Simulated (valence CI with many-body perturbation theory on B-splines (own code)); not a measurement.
**E1 line list for Ru²⁹⁺**

Level of theory: configuration interaction combined with many-body perturbation theory (CI+MBPT): five valence electrons over a frozen Dirac-Fock core [Ne], a basis of 9 s, 9 p, 8 d, 6 f, 3 g, 1 h functions for each j, with the one-electron correlation potential Σ1 (screened to all orders), the two-electron term Σ2, the three-electron term Σ3, Breit, model QED; selected single and double excitations, second order for the rest (own B-spline code, finite nucleus).

No measured spectrum was set against this ion. As an estimate, large intervals hold to a few tenths of a per cent, small ones and those within an open d or f shell to about a per cent. Among the levels kept, up to 600 cm⁻¹ of a level comes from second order outside the variational space, and about a tenth of that is noise between levels of different J, which matters for small intervals.

Lines 151 to 196 of 196 in falling wavelength, among levels below 1821300 cm⁻¹, chosen from the strongest by gf and those to the six lowest levels. Wavelengths and rates use the calculated energies. Electric multipoles are in the length gauge, E1 and E2 with the static RPA response of the core. Weak lines are less certain than strong ones. Lines between different terms over intervals too small for the method are left out, as are lines whose strength nearly cancels.

Levels are named by their leading jj configuration (3d3/2^4 stands for four electrons in 3d with j = 3/2), which in mixed levels can hold well under half, so a name can repeat and another be missing. Letters in brackets count levels of one name in rising energy.

| λ vac (nm) | Upper | Lower | A (s⁻¹) | log gf | Branch % |
| --- | --- | --- | --- | --- | --- |
| 8.639 | (3s^2 3p3/2^2 3d5/2) J=3/2 | (3s^2 3p3/2^3) J=3/2 | 1.37e+11 | -0.21 | 68.7 |
| 8.502 | (3s^2 3p3/2^2 3d5/2) J=5/2 [b] | (3s^2 3p3/2^3) J=3/2 | 2.24e+11 | 0.16 | 95.8 |
| 8.497 | (3s 3p3/2^4) J=1/2 [a] | (3s^2 3p1/2 3p3/2^2) J=3/2 | 3.59e+08 | -3.11 | 0.6 |
| 8.483 | (3s^2 3p1/2 3p3/2 3d5/2) J=3/2 [c] | (3s^2 3p1/2 3p3/2^2) J=3/2 | 1.61e+09 | -2.16 | 2.2 |
| 8.411 | (3s^2 3p3/2^2 3d5/2) J=7/2 | (3s^2 3p1/2 3p3/2^2) J=5/2 | 3.55e+09 | -1.52 | 100.0 |
| 8.388 | (3s^2 3p1/2 3p3/2 3d5/2) J=5/2 [b] | (3s^2 3p1/2 3p3/2^2) J=3/2 | 1.30e+11 | -0.08 | 56.1 |
| 8.371 | (3s^2 3p3/2^2 3d3/2) J=1/2 | (3s^2 3p1/2 3p3/2^2) J=1/2 | 1.20e+10 | -1.60 | 4.3 |
| 8.277 | (3s 3p1/2 3p3/2^3) J=1/2 | (3s^2 3p1/2^2 3p3/2) J=3/2 | 1.66e+10 | -1.47 | 26.2 |
| 8.267 | (3s^2 3p3/2^2 3d3/2) J=3/2 [a] | (3s^2 3p1/2 3p3/2^2) J=1/2 | 2.41e+10 | -1.00 | 8.1 |
| 8.162 | (3s^2 3p1/2 3p3/2 3d5/2) J=3/2 [a] | (3s^2 3p1/2^2 3p3/2) J=3/2 | 7.56e+09 | -1.52 | 17.0 |
| 8.012 | (3s^2 3p1/2 3p3/2 3d5/2) J=5/2 [a] | (3s^2 3p1/2^2 3p3/2) J=3/2 | 4.99e+10 | -0.54 | 66.8 |
| 7.916 | (3s^2 3p1/2 3p3/2 3d5/2) J=1/2 | (3s^2 3p1/2 3p3/2^2) J=3/2 | 1.50e+09 | -2.55 | 0.9 |
| 7.869 | (3s^2 3p3/2^2 3d3/2) J=3/2 [a] | (3s^2 3p1/2 3p3/2^2) J=5/2 | 8.39e+10 | -0.51 | 28.0 |
| 7.866 | (3s^2 3p3/2^2 3d3/2) J=5/2 | (3s^2 3p1/2 3p3/2^2) J=5/2 | 1.73e+11 | -0.02 | 63.0 |
| 7.726 | (3s^2 3p3/2^2 3d3/2) J=3/2 [b] | (3s^2 3p1/2 3p3/2^2) J=1/2 | 1.87e+11 | -0.18 | 80.7 |
| 7.669 | (3s^2 3p3/2^2 3d3/2) J=1/2 | (3s^2 3p1/2 3p3/2^2) J=3/2 | 2.52e+11 | -0.35 | 91.2 |
| 7.663 | (3s^2 3p1/2 3p3/2 3d3/2) J=3/2 [b] | (3s^2 3p1/2^2 3p3/2) J=3/2 | 2.82e+11 | 0.00 | 88.1 |
| 7.653 | (3s^2 3p3/2^2 3d3/2) J=7/2 | (3s^2 3p1/2 3p3/2^2) J=5/2 | 2.61e+11 | 0.26 | 100.0 |
| 7.619 | (3s^2 3p1/2 3p3/2 3d3/2) J=5/2 [b] | (3s^2 3p1/2^2 3p3/2) J=3/2 | 1.77e+11 | -0.03 | 81.3 |
| 7.582 | (3s^2 3p3/2^2 3d3/2) J=3/2 [a] | (3s^2 3p1/2 3p3/2^2) J=3/2 | 1.91e+11 | -0.18 | 63.7 |
| 7.579 | (3s^2 3p3/2^2 3d3/2) J=5/2 | (3s^2 3p1/2 3p3/2^2) J=3/2 | 9.46e+10 | -0.31 | 34.5 |
| 7.526 | (3s^2 3p1/2 3p3/2 3d3/2) J=1/2 [b] | (3s^2 3p1/2^2 3p3/2) J=3/2 | 2.39e+11 | -0.39 | 93.0 |
| 7.484 | (3s^2 3p3/2^2 3d5/2) J=5/2 [a] | (3s^2 3p1/2 3p3/2^2) J=5/2 | 4.24e+09 | -1.67 | 76.5 |
| 7.417 | (3s^2 3p1/2 3p3/2 3d5/2) J=3/2 [b] | (3s^2 3p1/2^2 3p3/2) J=3/2 | 2.00e+10 | -1.18 | 8.9 |
| 7.382 | (3s 3p3/2^4) J=1/2 [b] | (3s^2 3p1/2 3p3/2^2) J=1/2 | 1.22e+08 | -3.70 | 0.0 |
| 7.377 | (3s^2 3p3/2^2 3d3/2) J=3/2 [b] | (3s^2 3p1/2 3p3/2^2) J=5/2 | 3.11e+09 | -1.99 | 1.3 |
| 7.364 | (3s^2 3p3/2^2 3d5/2) J=3/2 | (3s^2 3p1/2 3p3/2^2) J=1/2 | 5.97e+10 | -0.71 | 29.9 |
| 7.268 | (3s 3p3/2^4) J=1/2 [a] | (3s^2 3p1/2^2 3p3/2) J=3/2 | 2.20e+10 | -1.46 | 34.0 |
| 7.257 | (3s^2 3p1/2 3p3/2 3d5/2) J=3/2 [c] | (3s^2 3p1/2^2 3p3/2) J=3/2 | 3.95e+10 | -0.90 | 53.6 |
| 7.224 | (3s^2 3p3/2^2 3d5/2) J=5/2 [a] | (3s^2 3p1/2 3p3/2^2) J=3/2 | 1.86e+08 | -3.06 | 3.4 |
| 7.187 | (3s^2 3p1/2 3p3/2 3d5/2) J=5/2 [b] | (3s^2 3p1/2^2 3p3/2) J=3/2 | 5.48e+10 | -0.59 | 23.7 |
| 7.124 | (3s^2 3p3/2^2 3d3/2) J=3/2 [b] | (3s^2 3p1/2 3p3/2^2) J=3/2 | 3.48e+09 | -1.97 | 1.5 |
| 7.046 | (3s^2 3p3/2^2 3d5/2) J=3/2 | (3s^2 3p1/2 3p3/2^2) J=5/2 | 1.96e+09 | -2.23 | 1.0 |
| 6.955 | (3s^2 3p3/2^2 3d5/2) J=5/2 [b] | (3s^2 3p1/2 3p3/2^2) J=5/2 | 4.96e+09 | -1.67 | 2.1 |
| 6.838 | (3s^2 3p1/2 3p3/2 3d5/2) J=1/2 | (3s^2 3p1/2^2 3p3/2) J=3/2 | 5.96e+04 | -7.08 | 0.0 |
| 6.831 | (3s 3p3/2^4) J=1/2 [b] | (3s^2 3p1/2 3p3/2^2) J=3/2 | 8.30e+09 | -1.94 | 2.9 |
| 6.815 | (3s^2 3p3/2^2 3d5/2) J=3/2 | (3s^2 3p1/2 3p3/2^2) J=3/2 | 6.35e+07 | -3.75 | 0.0 |
| 6.730 | (3s^2 3p3/2^2 3d5/2) J=5/2 [b] | (3s^2 3p1/2 3p3/2^2) J=3/2 | 3.93e+09 | -1.80 | 1.7 |
| 6.653 | (3s^2 3p3/2^2 3d3/2) J=1/2 | (3s^2 3p1/2^2 3p3/2) J=3/2 | 1.94e+08 | -3.59 | 0.1 |
| 6.587 | (3s^2 3p3/2^2 3d3/2) J=3/2 [a] | (3s^2 3p1/2^2 3p3/2) J=3/2 | 2.80e+08 | -3.14 | 0.1 |
| 6.585 | (3s^2 3p3/2^2 3d3/2) J=5/2 | (3s^2 3p1/2^2 3p3/2) J=3/2 | 1.05e+08 | -3.39 | 0.0 |
| 6.315 | (3s^2 3p3/2^2 3d5/2) J=5/2 [a] | (3s^2 3p1/2^2 3p3/2) J=3/2 | 9.55e+08 | -2.47 | 17.2 |
| 6.239 | (3s^2 3p3/2^2 3d3/2) J=3/2 [b] | (3s^2 3p1/2^2 3p3/2) J=3/2 | 7.07e+08 | -2.78 | 0.3 |
| 6.013 | (3s 3p3/2^4) J=1/2 [b] | (3s^2 3p1/2^2 3p3/2) J=3/2 | 7.75e+08 | -3.08 | 0.3 |
| 6.001 | (3s^2 3p3/2^2 3d5/2) J=3/2 | (3s^2 3p1/2^2 3p3/2) J=3/2 | 7.78e+08 | -2.77 | 0.4 |
| 5.935 | (3s^2 3p3/2^2 3d5/2) J=5/2 [b] | (3s^2 3p1/2^2 3p3/2) J=3/2 | 8.72e+08 | -2.56 | 0.4 |

(1) How does gf follow from A for the line at 8.267 nm?

## Answers

(1) gf = 1.4992 × (2J+1)_upper × A / σ², with σ = 1209638 cm⁻¹ and 2J+1 = 4: gf = 0.0990.
